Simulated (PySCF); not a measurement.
A structure optimised at PBE-D3(BJ)/def2-TZVP, used in a PySCF frequency run:

```
C
O 1 1.1753
N 1 1.2205 2 172.11
H 3 1.0130 1 124.80 2 180.00
```
Charge 0, spin multiplicity 1.

Q: Write its SMILES, formula and point group.

A: N=C=O, CHNO, Cs

Q: What are its rotational constants (standard atomic weights)?

A: 855.84, 10.924, 10.787 GHz
